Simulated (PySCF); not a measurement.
Converging SiSb⁺ in the basis (CCSD(T))

PySCF, UHF reference; triplet, unpaired electrons π ↑↑; De to Si⁺ + Sb without counterpoise correction. Frozen cores follow the default of each basis and core potential.

| basis | relativity | functions | Re (Å) | ωe (cm⁻¹) | De (eV) | frozen orbitals |
| --- | --- | --- | --- | --- | --- | --- |
| def2-SVP | scalar-relativistic core potentials | 44 | 2.561 | 336 | 2.26 | 9 |
| cc-pV(D+d)Z/cc-pVDZ-PP | scalar-relativistic core potentials | 46 | 2.564 | 335 | 2.31 | 9 |
| def2-TZVPPD | scalar-relativistic core potentials | 104 | 2.527 | 348 | 2.69 | 9 |

Problem. How does each smaller set differ from the one with most functions, def2-TZVPPD?

Solution. def2-SVP: +3.4 pm, -3.4 % in ωe, -0.43 eV in De; cc-pV(D+d)Z/cc-pVDZ-PP: +3.7 pm, -3.7 % in ωe, -0.38 eV in De. All at CCSD(T); the set with most functions is neither the basis-set limit nor always the best.

Correlated steps freeze 9 core orbitals. Correlated levels converge slowly with the basis: in double zeta they bind strong bonds too weakly, by up to about 1 eV, and carry superposition errors of some tenths. Spin–orbit coupling is left out, which matters for elements this heavy, above all for dissociation energies. For an ion De counts to the pair picked by the measured ionisation energies or electron affinities, which need not be the lowest pair at this level. The state is the lowest determinant that a PBE0 search found; another state may lie lower at other levels.
